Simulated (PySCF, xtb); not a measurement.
CF3, SMILES F[C](F)F (connectivity only; charge and spin as stated), charge +1, multiplicity 1.

GFN2-xTB in xtb at its own geometry gives an orbital gap of 5.96 eV.

Geometry: TPSSh-D3(BJ)/def2-TZVP. The spin state was assumed, not searched. The isomer is the one that the SMILES or the coordinates give; other isomers of the formula were not compared.

**Question.** What does PBE0/def2-TZVPD in PySCF give? (An estimate is asked for; the answer gives what the named calculation found.)

**Answer.** gap 11.29 eV (levels -21.82 and -10.53 eV).
